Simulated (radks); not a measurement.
Polarisability of the hafnium ion Hf3+, [Xe] 4f14 5d1, at imaginary frequency. Calculated with a radial shooting solver on a logarithmic mesh with Libxc functionals: scalar-relativistic Kohn-Sham, LDA (Slater exchange, Perdew-Wang correlation), spin-polarised, spherical densities, finite nucleus; open shells are filled with parallel spins first (spin-orbit coupling, left out, can overturn this in heavy ions); Fermi nuclear charge, rms radius 5.347 fm. Response by self-consistent Sternheimer equations with the Hartree and adiabatic LDA kernel, the relativistic mass of each level held fixed and spin-orbit coupling left out.

w (hartree),alpha1(iw) (bohr^3)
0.00266,6.538
0.0143,6.533
0.0360,6.508
0.0697,6.428
0.118,6.245
0.186,5.913
0.280,5.423
0.413,4.812
0.605,4.115
0.892,3.336
1.35,2.481
2.12,1.613
3.59,0.8692
6.94,0.3613
17.5,0.09229

Static values: alpha1 = 6.538 bohr^3 (0.9688 angstrom^3; uncoupled 10.21). C6 = 30.82, triple-dipole C9 = 128.4 atomic units. One-pole (London) frequency 4 C6 / (3 alpha1^2) = 0.961 hartree, against 1.021 for minus the highest occupied eigenvalue.
